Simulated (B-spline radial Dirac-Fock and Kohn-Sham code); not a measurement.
# Scattering functions of Eu⁴²⁺

System: the Eu⁴²⁺ ion in the configuration 1s2 2s2 2p6 3s2 3p6 3d3.

Model: configuration-average Dirac-Fock orbitals. Program: a radial B-spline solver. f₀ is the Fourier transform of the spherical electron density, S the Waller-Hartree incoherent function, and s = sin θ/λ. The electron scattering factor follows from the Mott-Bethe formula f_e = 0.023934 Å⁻¹·(Z − f₀)/s².

```csv
s (Å⁻¹),f₀,S,f_e (Å)
0,21.000,0.000,–
0.05,20.987,0.013,402.216
0.1,20.948,0.051,100.648
0.15,20.883,0.115,44.802
0.2,20.792,0.203,25.255
0.25,20.677,0.316,16.207
0.3,20.537,0.452,11.292
0.35,20.373,0.610,8.328
0.4,20.187,0.789,6.404
0.45,19.979,0.988,5.085
0.5,19.750,1.205,4.141
0.6,19.235,1.689,2.910
0.7,18.652,2.229,2.166
0.8,18.013,2.811,1.682
0.9,17.329,3.423,1.349
1,16.613,4.054,1.110
1.1,15.875,4.692,0.932
1.2,15.128,5.328,0.796
1.4,13.646,6.567,0.603
1.6,12.236,7.727,0.475
1.8,10.951,8.786,0.384
2,9.818,9.737,0.318
2.5,7.692,11.683,0.212
3,6.396,13.141,0.151
3.5,5.588,14.279,0.112
4,4.990,15.213,0.087
5,3.948,16.680,0.057
6,3.022,17.732,0.040
```

f₀ starts at the number of electrons, 21, and has fallen to half at s ≈ 1.88 Å⁻¹. The sum of ⟨r²⟩ over the electrons is 0.7100 bohr². For an ion f_e diverges as s goes to zero, because of the net charge.

Values without a named source are computed, but for edge energies of neutral atoms, which are taken from tables.
